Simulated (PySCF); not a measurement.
C3H3ClF2. Atoms are numbered in the order given.

```xyz
9

F     -1.6267     0.2004     1.3863
C     -0.6275    -0.4364     0.7491
C     -0.6275    -0.4364    -0.7491
F     -1.6267     0.2004    -1.3863
C      0.3567     0.4048     0.0000
Cl     2.0633     0.0227     0.0000
H     -0.2706    -1.3304     1.2723
H     -0.2706    -1.3304    -1.2723
H      0.1341     1.4765     0.0000
```

Coordinates come from a PBE0-D3(BJ)/def2-SVP optimisation. The structure was generated by enumeration; whether it is a known compound was not checked.

All values below come from CAM-B3LYP/def2-TZVP run with PySCF.

```
Item                                                                                                            Value
---------------------------------------------------------------------------------------------  ----------------------
total energy                                                                                       -776.00255 hartree
point group                                                                                                        Cs
highest occupied level                                                                                       -9.66 eV
lowest empty level                                                                                            1.09 eV
orbital gap                                                                                                  10.75 eV
dipole moment                                                                                                  1.30 D
quadrupole, principal values (traceless, Buckingham form, about the centre of nuclear charge)  -7.22, -0.13, 7.34 D·Å
mean static polarisability                                                                       45.6 bohr³ (6.75 Å³)
polarisability, principal values                                                               39.6, 41.0, 56.1 bohr³
```
